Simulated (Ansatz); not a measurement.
Program: Ansatz. Geometries: PBE0-D4/def2-TZVP. ΔE: electronic, gas phase. CCSD(T)/CBS is the MP2 limit (def2-TZVPP, def2-QZVPP) plus CCSD(T) − MP2 in def2-TZVPP, frozen cores. This one scheme is used for every species. DFT in def2-TZVPP. For Ge outer-core shells are correlated without core-valence functions, which leaves a few kJ/mol of doubt a bond. Scalar relativity is left out up to krypton. Each species was taken in one conformer, which may not be the lowest.

Reaction (formal exchange of groups at a B–Ge bond): `[CH3][GeH]([OH])[BH]O` + `NCCO` → `OBCCO` + `[CH3][GeH]([NH2])[OH]`

```tsv
level	ΔE (kJ/mol)
PBE-D4	-102.6
r2SCAN-D4	-114.0
PBE0	-108.2
SCS-MP2/def2-QZVPP	-118.3
```

(1) What does CCSD(T)/CBS give? (An estimate is asked.)

Largest T1 diagnostic among the species: 0.013.

Answers

(1) Ansatz gave: -113.6 kJ/mol. The listed levels differ from it by 11.0, -0.4, 5.4, -4.7 kJ/mol.

From PBE to PBE0 (25 % exact exchange), in def2-TZVPP and without D4, ΔE moves by −5.1 kJ/mol.
